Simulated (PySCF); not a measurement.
Ionisation energy of Te²⁺ by level of theory

Te²⁺ [Kr] 4d10 5s2 5p2 [5p1/2^2, M_J = 0] → Te³⁺ [Kr] 4d10 5s2 5p1 [5p1/2^1, M_J = 1/2], as a difference of total energies. All numbers are calculated (PySCF 2.14, the two-component X2C-1e Hamiltonian, in x2c-TZVPall-2c (8s9p5d2f, 74 functions)). Correlated levels: [Ar] 3d10 frozen; the 6 highest virtual spinors dropped. "Screened" scales the spin-orbit matrix elements by Boettger's factors to mimic the two-electron term; Breit and QED terms are absent.

```csv
method,ionisation energy (eV)
GHF (spin-free),26.830
GMP2 (spin-free),27.477
GHF (screened spin-orbit),26.290
GMP2 (screened spin-orbit),27.227
```

How much does correlation contribute at GMP2 (screened spin-orbit)?

27.227 − (26.290) = 0.937 eV, measured against GHF (screened spin-orbit).

The spin-free rows relax to the high-spin LS determinant and lack the spin-orbit shift.

Errors of the correlated levels include the incompleteness of this basis and the frozen core.

The labels give the starting determinants; with spin-orbit coupling the two ends relaxed to ⟨J²⟩ = 0.00, ⟨L²⟩ = 1.35, ⟨S²⟩ = 1.35 and ⟨J²⟩ = 0.77, ⟨L²⟩ = 2.04, ⟨S²⟩ = 0.78.

For comparison: 27.84 ± 0.04 eV (measured; NIST Atomic Spectra Database, ionization energies).
